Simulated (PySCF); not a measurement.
# Ce (cerium, neutral) across methods

[Xe] 4f2 6s2, one real determinant (an excited configuration). Calculation: PySCF 2.14, in cc-pVDZ-X2C; the spin-free X2C one-electron Hamiltonian (Gaussian nucleus).

```json
{"method": "UHF", "E (hartree)": "-8856.25527", "mean ε 4f α (eV)": "-8.741", "mean ε 6s α (eV)": "-4.636", "mean ε 6s β (eV)": "-4.557", "Σ⟨r²⟩ (bohr²)": "98.55", "⟨S²⟩": "2.002"}
{"method": "PBE", "E (hartree)": "-8859.27", "mean ε 4f α (eV)": "-1.231", "mean ε 6s α (eV)": "-3.469", "mean ε 6s β (eV)": "-3.353", "Σ⟨r²⟩ (bohr²)": "92.54", "⟨S²⟩": "2.001"}
{"method": "LDA", "E (hartree)": "-8852.30", "mean ε 4f α (eV)": "-1.146", "mean ε 6s α (eV)": "-3.597", "mean ε 6s β (eV)": "-3.482", "Σ⟨r²⟩ (bohr²)": "91.22", "⟨S²⟩": "2.001"}
{"method": "PBE0", "E (hartree)": "-8859.30", "mean ε 4f α (eV)": "-3.097", "mean ε 6s α (eV)": "-3.905", "mean ε 6s β (eV)": "-3.812", "Σ⟨r²⟩ (bohr²)": "92.99", "⟨S²⟩": "2.002"}
```

⟨L²⟩ = 24.02 against 30 for a pure H term, so this real determinant mixes terms. Spin-orbit coupling, absent here, splits the open shell strongly.
